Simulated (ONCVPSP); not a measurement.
Transferability test, ONCV potential for Ge

- Element: germanium
- Generator: ONCVPSP 4.0.1
- Type: optimised norm-conserving Vanderbilt (ONCV)
- Functional: PBE
- Relativity: scalar-relativistic
- Frozen core: [Ne] 3s2
- Valence charge: 20
- Reference configuration: 3p6 3d10 4s2 (charge +2)
- Partial waves: 4s: rc 1.55 bohr, ncon 4, nbas 8, qcut 3.3 1/bohr, 2 projectors, debl 1.8 Ha; 3p: rc 0.90 bohr, ncon 4, nbas 8, qcut 14.9 1/bohr, 2 projectors, debl 3.5 Ha; 3d: rc 0.75 bohr, ncon 4, nbas 8, qcut 17.6 1/bohr, local
- Local potential: the d channel
- Core correction: none

In the p channel the program set the typed energies aside and used -4.982, 0.250 Ha.

Energies are relative to the spin-unpolarised reference configuration 3p6 3d10 4s2; without spin polarisation the order of configurations can differ from experiment.

Task: Give the all-electron excitation energy and the error of the potential for: 3p6 3d10 4s2 4p2; 3p6 3d10 4s2 4p1; 3p6 3d10 4s1; 3p6 3d10 4s0.

Result:

```tsv
valence configuration	charge	ΔE all-electron (eV)	error AE − PS (meV)
3p6 3d10 4s2 4p2	0	-22.883	+6.1
3p6 3d10 4s2 4p1	+1	-15.439	+3.7
3p6 3d10 4s1	+3	34.792	-6.7
3p6 3d10 4s0	+4	81.134	-17
```

Levels in the configuration 3p6 3d10 4s2 4p1:

```json
{"level": "3p", "all-electron (eV)": "-124.647", "pseudo (eV)": "-124.628"}
{"level": "3d", "all-electron (eV)": "-38.319", "pseudo (eV)": "-38.292"}
{"level": "4s", "all-electron (eV)": "-19.859", "pseudo (eV)": "-19.863"}
{"level": "4p", "all-electron (eV)": "-11.242", "pseudo (eV)": "-11.244"}
```

Note: ghosts flagged at negative energy: s at -501.1 eV; GHOST(+) flagged for s at 116.4 eV, p at 359.9 eV. A true bound ghost makes a file unfit for plane-wave use.
